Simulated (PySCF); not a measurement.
Isomers of C8H9FSi, mass 152.046 u with the commonest isotopes. Level of theory: PBE0/pcSseg-1 in PySCF (dipole) on a GFN2-xTB geometry, gas phase. One conformer each, none proved a minimum here; rigid rotors.

Problem. Order these by out-of-plane moment Σ m c² = (Ia + Ib − Ic)/2, largest first.
A. `CCC#CC1[SiH2]C=CC=1F`
B. `[CH:1]#[C:2][C@H:3]1[CH2:4]/[C:5](=[CH:6]\[F:7])[SiH2:8][C:9]1=[CH2:10]` with C2–C3–C4–C5 77°, C3–C4–C5–C6 -148°, C4–C5–Si8–C9 -10°, C5–Si8–C9–C10 167°
C. `[CH:1]#[C:2][C@H:3]1[SiH2:4][CH2:5]/[C:6](=[CH:7]\[F:8])[C:9]1=[CH2:10]` with C2–C3–Si4–C5 127°, C3–Si4–C5–C6 13°, Si4–C5–C6–C7 150°, C5–C6–C9–C10 -147°

Solution. B (76.30 u·Å²), C (20.71 u·Å²), A (6.14 u·Å²).

Problem. Order these by radius of gyration √(Σ m r²/M), largest first.
A. `FC1=C([SiH2]C=C1)C#CCC`
B. `[CH:1]#[C:2][C@H:3]1[SiH2:4][CH2:5]/[C:6](=[CH:7]\[F:8])[C:9]1=[CH2:10]` with C2–C3–Si4–C5 127°, C3–Si4–C5–C6 13°, Si4–C5–C6–C7 150°, C5–C6–C9–C10 -147°
C. `[CH:1]#[C:2][C@H:3]1[CH2:4]/[C:5](=[CH:6]\[F:7])[SiH2:8][C:9]1=[CH2:10]` with C2–C3–C4–C5 77°, C3–C4–C5–C6 -148°, C4–C5–Si8–C9 -10°, C5–Si8–C9–C10 167°

Solution. A (2.689 Å), B (2.393 Å), C (2.298 Å).

Problem. Order these by rotational constant C, smallest first.
A. `[CH:1]#[C:2][C@H:3]1[SiH2:4][CH2:5]/[C:6](=[CH:7]\[F:8])[C:9]1=[CH2:10]` with C2–C3–Si4–C5 127°, C3–Si4–C5–C6 13°, Si4–C5–C6–C7 150°, C5–C6–C9–C10 -147°
B. `[CH:1]#[C:2][C@H:3]1[CH2:4]/[C:5](=[CH:6]\[F:7])[SiH2:8][C:9]1=[CH2:10]` with C2–C3–C4–C5 77°, C3–C4–C5–C6 -148°, C4–C5–Si8–C9 -10°, C5–Si8–C9–C10 167°
C. `CCC#CC1=C(F)C=C[SiH2]1`

Solution. C (462.2 MHz), A (594.4 MHz), B (695.7 MHz).

```json
{"SMILES": "CCC#CC1=C(F)C=C[SiH2]1", "point group": "Cs", "Ia (u·Å²)": "241.31", "Ib (u·Å²)": "864.42", "Ic (u·Å²)": "1093.45", "κ": "-0.85", "μa (D)": "0.13", "μb (D)": "1.57", "μc (D)": "0.00"}
{"SMILES": "C#C[C@H]1[SiH2]C/C(=C\\F)C1=C", "point group": "C1", "Ia (u·Å²)": "248.96", "Ib (u·Å²)": "642.66", "Ic (u·Å²)": "850.20", "κ": "-0.73", "μa (D)": "0.45", "μb (D)": "0.01", "μc (D)": "0.22"}
{"SMILES": "C#C[C@H]1C/C(=C\\F)[SiH2]C1=C", "point group": "C1", "Ia (u·Å²)": "312.75", "Ib (u·Å²)": "566.31", "Ic (u·Å²)": "726.46", "κ": "-0.57", "μa (D)": "1.03", "μb (D)": "0.97", "μc (D)": "0.11"}
```
